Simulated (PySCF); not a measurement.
F3Ga, charge -1, doublet, geometry from GFN2-xTB (such geometries of metal compounds can be far from the true shape) (a state made from the parent by changing its charge; the spin is typed, not shown lowest) (in this run its highest filled SCF level lies above zero, so its values depend strongly on the basis, on diffuse functions most of all); M06L/pcseg-1 run with PySCF.

Here is a job for PySCF.
```python
from pyscf import gto, scf, dft

mol = gto.Mole()
mol.atom = '''
    Ga   -0.01722873   -0.01289214    0.01677559
    F    -1.70650775   -1.08516163    0.06884693
    F    -0.00265406    1.82219157   -0.78423006
    F     1.67419195   -0.80060532    0.73468508
'''
mol.basis = 'pcseg-1'
mol.charge = -1
mol.spin = 1
mol.verbose = 3
mol.build()

mf = dft.UKS(mol)
mf.xc = 'm06l'
mf.grids.level = 4
mf.kernel()
mf.analyze()
```

The log (banner, timings and long lists left out):

```
converged SCF energy = -2224.1315895898  <S^2> = 0.75154261  2S+1 = 2.001542
**** MO energy ****
                             alpha | beta                alpha | beta
MO #1   energy= -371.632046528767  | -371.630795497171  occ= 1 | 1
MO #2   energy= -45.5665660434491  | -45.5657717617683  occ= 1 | 1
MO #3   energy= -40.2505408014503  | -40.249708887951   occ= 1 | 1
MO #4   energy= -40.2488597237741  | -40.2475388348929  occ= 1 | 1
MO #5   energy= -40.2488546316261  | -40.2475216869492  occ= 1 | 1
MO #6   energy= -24.2127606919616  | -24.2070802144007  occ= 1 | 1
MO #7   energy= -24.2125523616307  | -24.2068149248553  occ= 1 | 1
MO #8   energy= -24.212481414014   | -24.2067139219174  occ= 1 | 1
MO #9   energy= -5.3041255741063   | -5.3019196179613   occ= 1 | 1
MO #10  energy= -3.56217344745085  | -3.55819528786286  occ= 1 | 1
MO #11  energy= -3.55550884885832  | -3.55341172800498  occ= 1 | 1
MO #12  energy= -3.55546730644471  | -3.55337548362477  occ= 1 | 1
MO #13  energy= -0.877541143172528 | -0.861750381205923 occ= 1 | 1
MO #14  energy= -0.87550844161289  | -0.85980117418504  occ= 1 | 1
MO #15  energy= -0.875264229202349 | -0.859432139895913 occ= 1 | 1
MO #16  energy= -0.582220219218222 | -0.576466379962206 occ= 1 | 1
MO #17  energy= -0.580942516560602 | -0.576426446663816 occ= 1 | 1
MO #18  energy= -0.580899827347145 | -0.576397379478125 occ= 1 | 1
MO #19  energy= -0.574597285916662 | -0.571088098995706 occ= 1 | 1
MO #20  energy= -0.574565831176576 | -0.571052232977625 occ= 1 | 1
MO #21  energy= -0.215093757038589 | -0.194789750430255 occ= 1 | 1
MO #22  energy= -0.154497211419233 | -0.132118832048398 occ= 1 | 1
MO #23  energy= -0.154448033573971 | -0.132061123638692 occ= 1 | 1
MO #24  energy= -0.122832939063118 | -0.116604789992781 occ= 1 | 1
MO #25  energy= -0.112361067187407 | -0.104981158500156 occ= 1 | 1
MO #26  energy= -0.112086871555899 | -0.104758126121753 occ= 1 | 1
MO #27  energy= -0.110300343845117 | -0.104337845924203 occ= 1 | 1
MO #28  energy= -0.110127095021729 | -0.104127255717949 occ= 1 | 1
MO #29  energy= -0.106068423023177 | -0.100247663962576 occ= 1 | 1
MO #30  energy= 0.0354581280254993 | 0.0611093172373689 occ= 1 | 0
MO #31  energy= 0.12957820717332   | 0.140624277312347  occ= 0 | 0
MO #32  energy= 0.2446673177822    | 0.241179499438779  occ= 0 | 0
MO #33  energy= 0.245989237525749  | 0.242375345018337  occ= 0 | 0
MO #34  energy= 0.376140540432943  | 0.356036799594424  occ= 0 | 0
MO #35  energy= 0.46283557952599   | 0.434419175584842  occ= 0 | 0
MO #36  energy= 0.479731462723112  | 0.477417363479813  occ= 0 | 0
MO #37  energy= 0.48044878958361   | 0.478033275773322  occ= 0 | 0
MO #38  energy= 0.485867744364457  | 0.481539514947235  occ= 0 | 0

To work with the spin densities directly, `use mulliken_meta_spin()` only printing them here.

 ** Mulliken spin pop alpha/beta on meta-lowdin orthogonal AOs **
 ** Mulliken Spin Density (per atom)  **
spin density of  0 Ga =      0.57114
spin density of  1 F =      0.14322
spin density of  2 F =      0.14402
spin density of  3 F =      0.14162
 ** Mulliken pop alpha/beta on meta-lowdin orthogonal AOs **
 ** Mulliken atomic charges   ( Nelec_alpha | Nelec_beta ) **
charge of  0Ga =      0.71959  (    15.42577     14.85464 )
charge of  1F =     -0.57325  (     4.85824      4.71502 )
charge of  2F =     -0.57325  (     4.85864      4.71461 )
charge of  3F =     -0.57308  (     4.85735      4.71573 )

WARN: System has nonzero charge -1; the dipole moment is origin-dependent.
Location of origin: [0. 0. 0.]

Dipole moment(X, Y, Z, Debye):  0.06596,  0.08749, -0.06081
```
